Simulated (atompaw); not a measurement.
## Pseudopotential generation for lead (Pb): PAW (atompaw), PBE, scalar-relativistic.

atompaw 4.2.0.5 input, output lines left out:

```
Pb 82
GGA-PBE scalarrelativistic loggrid 2001 logderivrange -4 5 226
6 6 5 4 0 0
6 1 2
0 0 0
c
c
c
c
c
v
c
c
c
c
v
c
c
v
c
2
2.05 1.90 1.60 1.25
y
2.25
n
y
1.4
n
y
-0.55
n
modrrkj vanderbiltortho sinc
3 0.5 troulliermartins
2.05
2.05
2.00
2.00
2.05
1.70
```

All-electron outer shells of the reference configuration (PBE, scalar-relativistic, ld1.x):

```tsv
shell	level (eV)	outermost node (bohr)	outermost maximum (bohr)
4f	-132.89	–	0.35
5p	-85.83	0.49	0.88
5d	-21.18	0.52	1.07
6s	-12.04	1.01	1.95
6p	-3.50	1.18	2.67
```

**Question.** Is a potential produced?

**Answer.** No. atompaw 4.2.0.5 stopped with "atompaw: The overlap operator has at least one negative eigenvalue!": the overlap operator built from these waves and projectors is not positive definite.
